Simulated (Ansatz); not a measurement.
Relaxation of FGeH$_{8}$NO (12 atoms, charge 0, multiplicity 1), to a largest force component of 0.03 eV/Å in at most 50 steps.

The calculation used RKS PBE0-D4/def2-SVP in Ansatz 0.2.0.

```xyz
12
Properties=species:S:1:pos:R:3
Ge -2.080 -0.034 0.121
O -0.392 0.286 0.781
H -1.990 -1.425 -0.501
H -3.033 0.003 1.330
H -2.439 1.063 -0.890
H 0.544 0.148 -0.780
F 0.402 0.057 -1.683
H 1.745 -0.476 0.792
N 2.579 -0.385 0.213
H -0.367 1.079 1.327
H 2.637 0.592 -0.069
H 2.394 -0.908 -0.640
```

Question: Where does it end, and by what steps?

Answer: The forces met the threshold. After 41 steps the energy has fallen by 0.430 eV; H11 moved furthest, 2.51 Å.

```csv
step,energy less start (eV),largest force component (eV/Å),accepted
0,0.0000,1.191,yes
2,-0.0479,0.317,yes
4,-0.0669,0.591,yes
6,-0.0838,0.151,yes
8,-0.0945,0.271,yes
10,-0.1033,0.176,yes
12,-0.1102,0.274,yes
14,-0.1201,0.204,yes
16,-0.1284,0.251,yes
18,-0.1489,0.135,yes
20,-0.1639,0.882,yes
22,-0.1859,0.151,yes
24,-0.1950,0.057,yes
26,-0.1962,0.179,yes
28,-0.1996,0.141,yes
30,-0.2012,0.491,yes
32,-0.2256,0.150,yes
34,-0.2892,0.426,yes
36,-0.3783,0.584,yes
38,-0.4094,0.442,no
40,-0.4301,0.063,yes
41,-0.4305,0.017,yes
```

```xyz
12
Properties=species:S:1:pos:R:3
Ge -1.269 -0.469 0.241
O -0.587 1.220 0.014
H -1.005 -1.424 -0.929
H -1.105 -1.039 1.656
H -2.783 -0.072 0.126
H 0.591 1.423 -0.952
F 1.369 1.386 -1.519
H 1.639 -0.350 1.234
N 1.249 -0.713 0.366
H -1.316 1.841 -0.093
H 1.593 -1.665 0.252
H 1.625 -0.138 -0.395
```

The run took 120 s on 2 threads of Intel(R) Xeon(R) CPU @ 2.80GHz (Skylake/Cascade Lake) (shared host), peak memory 0.29 GiB.
